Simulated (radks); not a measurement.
Results of a calculation; reference values are marked as such.
Question: Valence configurations of Ba (all share [Xe]). Level of theory: Dirac Kohn-Sham, BLYP, spin-unpolarised, spherical densities, finite nucleus; open shells fill j = l - 1/2 first; Fermi nuclear charge, rms radius 4.8378 fm (a radial shooting solver on a logarithmic mesh with Libxc functionals). Order these by energy: 5d1 6s1; 6s2; 6s1.5 6p0.5; 5d0.5 6s1.5; 6s1 6p1.

Answer: From the lowest, in eV above it: 6s2 0.000; 5d0.5 6s1.5 0.619; 6s1.5 6p0.5 0.969; 5d1 6s1 1.306; 6s1 6p1 1.971. NIST lists [Xe] 6s2 as the ground configuration; this level of theory agrees among the configurations tried. The energies are those of spherical spin-averaged densities, not of single terms. No valid solution was reached for [Xe] 4f0.5 6s1.5; [Xe] 4f0.5 5d0.5 6s1; [Xe] 4f0.5 5d0.5 6p1; [Xe] 4f0.5 5d1 6s0.5; [Xe] 4f0.5 6s1 6p0.5.
